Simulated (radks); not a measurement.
The numbers below are computed, except where a source is named.
Task: The table gives one normalised radial function P(r) = r R(r) of Cr14+ in [Ne] (r in bohr). Level of theory: non-relativistic Kohn-Sham, Wu-Cohen GGA, spin-polarised, spherical densities, point nucleus (a radial shooting solver on a logarithmic mesh with Libxc functionals).

r,P
0.002624,0.1718
0.002935,0.1907
0.003283,0.2115
0.003672,0.2344
0.004107,0.2594
0.004593,0.2866
0.005138,0.3163
0.005747,0.3485
0.006428,0.3833
0.007132,0.4179
0.007978,0.4577
0.008923,0.4999
0.009981,0.5443
0.01116,0.5907
0.01249,0.6387
0.01397,0.6875
0.01562,0.7363
0.01747,0.7841
0.01954,0.8295
0.02186,0.8708
0.02445,0.9060
0.02735,0.9329
0.03059,0.9486
0.03421,0.9501
0.03827,0.9342
0.0428,0.8973
0.04788,0.8361
0.05355,0.7472
0.0599,0.6281
0.067,0.4768
0.07434,0.3069
0.08315,0.0935
0.093,-0.1485
0.104,-0.4134
0.1164,-0.6929
0.1301,-0.9758
0.1456,-1.2488
0.1628,-1.4966
0.1821,-1.7036
0.2037,-1.8551
0.2278,-1.9392
0.2548,-1.9486
0.285,-1.8822
0.3188,-1.7456
0.3566,-1.5512
0.3989,-1.3169
0.4461,-1.0641
0.499,-0.8147
0.5582,-0.5883
0.6243,-0.3985
0.6983,-0.2513
0.7748,-0.1525
0.8667,-0.0817
0.9694,-0.0397
1.084,-0.0173
1.213,-0.0067
1.356,-0.0022
1.517,-0.0007
1.697,-0.0002
1.898,0.0000
2.123,0.0000
2.375,0.0000

Which n and l does it have? It may be an empty orbital.

Result: n = 2, l = 0: the number of nodes gives n - l - 1 = 1, the rise at small r (about r^(l+1)) gives l, and the extent must fit the shell. The curve is that of 2s. 2s: eigenvalue -1064.0 eV, 1 radial node at r = 0.0870 bohr, <r> = 0.291 bohr, 90 % of the charge inside 0.450 bohr.
